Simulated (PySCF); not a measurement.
## SrI: energy against distance

Set-up: Sr def2-SVP with ECP28, I def2-SVP with ECP28; scalar-relativistic core potentials (PySCF 2.14). Energies in eV from Sr + I in their ground configurations at the same level. State: ²Σ⁺ (doublet), unpaired electrons σ ↑.

All columns are PBE0. A positive dipole means Sr(−)I(+).

```tsv
R (Å)	E (eV)	μ (D)	Mulliken charge on Sr (basis-dependent)	HOMO (eV)	LUMO (eV)	Mayer bond order	⟨S²⟩
2.586	-2.483	-3.55	0.24	-3.91	-1.95	1.31	0.75
2.706	-2.918	-3.98	0.30	-4.03	-2.05	1.21	0.75
2.827	-3.149	-4.48	0.35	-4.14	-2.16	1.13	0.75
2.917	-3.227	-4.90	0.39	-4.22	-2.23	1.08	0.75
3.007	-3.247	-5.33	0.42	-4.30	-2.31	1.03	0.75
3.097	-3.221	-5.79	0.44	-4.38	-2.39	0.99	0.75
3.217	-3.138	-6.42	0.48	-4.49	-2.50	0.94	0.75
3.368	-2.981	-7.22	0.51	-4.62	-2.63	0.88	0.75
3.548	-2.750	-8.21	0.54	-4.76	-2.79	0.83	0.75
3.789	-2.416	-9.51	0.57	-4.93	-3.00	0.78	0.75
```

A fit through these points gives, at Re = 2.996 Å, μ = -5.28 D and dμ/dR = -4.93 D/Å; the reduced mass is 51.93 u.

**Question.** How strong is the fundamental in the double-harmonic approximation, I = 42.26·(dμ/dR)²/μred km/mol?

**Answer.** I = 42.26·(-4.93)²/51.93 = 19.8 km/mol at PBE0.

Spin–orbit coupling is left out, which matters for elements this heavy, above all for dissociation energies. The state was picked by a PBE0 search and need not be the measured ground state.
